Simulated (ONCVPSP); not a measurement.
Be (Z = 4), ONCV: configuration errors across variants

beryllium, optimised norm-conserving Vanderbilt (ONCV), made with ONCVPSP 4.0.1 (PBE, scalar-relativistic). Core none, reference 1s2 2s2. Waves: 1s+2s: rc 0.65 bohr, ncon 5, nbas 9, qcut 19.8 1/bohr, 3 projectors, debl 1.9 Ha; p scattering state at 0.06 Ha: rc 0.50 bohr, ncon 4, nbas 7, qcut 19.7 1/bohr, 2 projectors, debl 1.3 Ha; d scattering state at 0.02 Ha: rc 0.50 bohr, ncon 3, nbas 7, qcut 16.2 1/bohr, 2 projectors, debl 0.8 Ha. Local part: polynomial inside 0.40 bohr (lpopt 2, dvloc0 -1 Ha). Core correction: none.

All-electron excitation energies from the reference (eV): (1) 1s2 2s1 9.551; (2) 1s2 2s0 27.499; (3) 1s2 2s1.5 3.761; (4) 1s1 2s2 128.281.

1 further variants failed, have other tests or too few solved ones, and are left out.

A true bound ghost makes a file unfit for plane-wave use even where its test errors are small: the radial tests pick states by their node count and pass the ghost by.

Errors AE − PS in meV (a dash: test not solved or not reliable):

```tsv
change	(1)	(2)	(3)	(4)	bound ghosts	GHOST(+) flags above zero
base	0.0	+1.0	-0.1	+356	none	d
local potential polynomial inside 0.45 bohr (lpopt 5, dvloc0 1 Ha)	0.0	+1.0	-0.1	+356	none	d
d: nproj 3	0.0	+1.0	-0.1	+356	d	d
d: qcut 12.8	0.0	+1.0	-0.1	+356	none	d
all radii scaled by about 1.16 (s 0.76, p 0.58, d 0.58 bohr); local potential polynomial inside 0.48 bohr (lpopt 2, dvloc0 -1 Ha)	+0.1	+1.8	0.0	+536	d	d
s: nbas 10	0.0	+1.2	0.0	+373	none	d
d: rc 0.38; local potential polynomial inside 0.38 bohr (lpopt 2, dvloc0 -1 Ha)	-0.1	+0.9	-0.1	+356	d	d
s: qcut 16.3	+0.2	+1.8	0.0	+484	none	s, d
```

Task: Give the same row for: s: qcut 29; p: qcut 28.9; d: qcut 23.8.

Result: -0.1, +0.5, -0.1, +252; bound ghosts: d; GHOST(+) flags above zero: d.
